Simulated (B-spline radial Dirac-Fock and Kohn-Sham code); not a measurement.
ΔSCF core binding energies without Breit or QED terms, calculated with a radial B-spline solver.

A sound run for the free promethium atom, [Xe] 4f5 6s2: The ground state converged in 13 iterations, with total energy -10022.09236 Ha, virial ratio 1.92494 and highest orbital energy -4.80 eV. ΔSCF binding energies: K (1s) 45371.2 eV, L3 (2p3/2) 6478.1 eV, M5 (3d5/2) 1033.8 eV.

A second run, with one unsound setting: The ground state converged in 13 iterations, with total energy -9129.55644 Ha, virial ratio 2.06744 and highest orbital energy -4.35 eV. ΔSCF binding energies: K (1s) 35341.9 eV, L3 (2p3/2) 6537.8 eV, M5 (3d5/2) 1052.2 eV.

```
iter   energy (Ha)        error
   1    -9110.01564027  2.79e+00
   2    -9115.95834641  9.03e-01
   3    -9128.70226184  1.86e-01
   4    -9129.44122033  5.49e-02
   5    -9129.54905338  1.12e-02
   6    -9129.55527720  4.43e-03
   7    -9129.55620147  2.38e-03
   8    -9129.55638032  1.35e-03
   9    -9129.55643997  1.42e-04
  13    -9129.55644188  7.92e-08
```

**Question.** Which fault fits the second run best?
A. overfilled shell
B. speed of light below Z
C. nuclear radius in wrong units
D. damping too heavy

**Answer.** C. The input had radius_factor = 100.0: radius_factor inflates the nucleus far beyond its size, which weakens the binding of the inner electrons.
